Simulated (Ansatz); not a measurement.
Stepwise reaction of `C[O][AlH][O]C` with hydrogen, as a gas-phase model of exchange steps in deposition or etching. ΔE in kJ/mol.

Isolated molecules relaxed with PBE0-D4/def2-TZVP in Ansatz; ΔE leaves out vibrations. CBS: MP2 limit from def2 TZ/QZ plus the TZ coupled-cluster correction, frozen cores. This one scheme is used for every species. DFT in def2-TZVPP. B3LYP here is the variant with VWN-RPA as its local correlation; programs differ in this. Each species was taken in one conformer, which may not be the lowest.

| step | reaction | PBE-D4 | B3LYP-D4 | ωB97M-V | CCSD(T)/CBS |
| --- | --- | --- | --- | --- | --- |
| 1 | `C[O][AlH][O]C` + H₂ → `C[O][AlH2]` + CH₃OH | 112.8 | 121.0 | 116.4 | 117.9 |
| 2 | `C[O][AlH2]` + H₂ → `[AlH3]` + CH₃OH | 119.6 | 125.2 | 121.8 | 122.9 |

By hand: ΔE of the 2 steps together at CCSD(T)/CBS.

(117.9) + (122.9) = 240.8 kJ/mol, or 120.4 kJ/mol a step.

In ΔE each step is higher than the one before. All are uphill at CCSD(T)/CBS. PBE-D4 differs from CCSD(T)/CBS by -5.1 to -3.3 kJ/mol a step. Isolated molecules leave out the surface, adducts and barriers. Largest T1 diagnostic: 0.012.
